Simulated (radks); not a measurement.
Problem. These are the eigenvalues of the occupied orbitals of an atom or ion with whole-number occupations (eV). All-electron calculation, Dirac Kohn-Sham, LDA (Slater exchange, Perdew-Wang correlation), spin-unpolarised, spherical densities, finite nucleus; Fermi nuclear charge, rms radius of each element as measured or else 0.836 A^(1/3) + 0.57 fm. Program: a radial shooting solver on a logarithmic mesh with Libxc functionals.

orbital  eigenvalue
1s1/2     -285.8238
2s1/2      -25.6034
2p1/2      -17.1277
2p3/2      -17.1159

Which element is it, and in what charge state? The configuration may be excited. Open shells, if any, are shared by 2j + 1.

Solution. Z = 6, carbon, charge +1: C+ in [He] 2s2 2p1. The list shows which subshells hold electrons but not how many an open one holds; the 1s level, -10.504 hartree, gives Z - s = 4.6 by -(Z - s)^2/2, which with screening and relativity narrows Z to a few neighbours, and the depths of the outer levels then fix element, charge and occupations together.
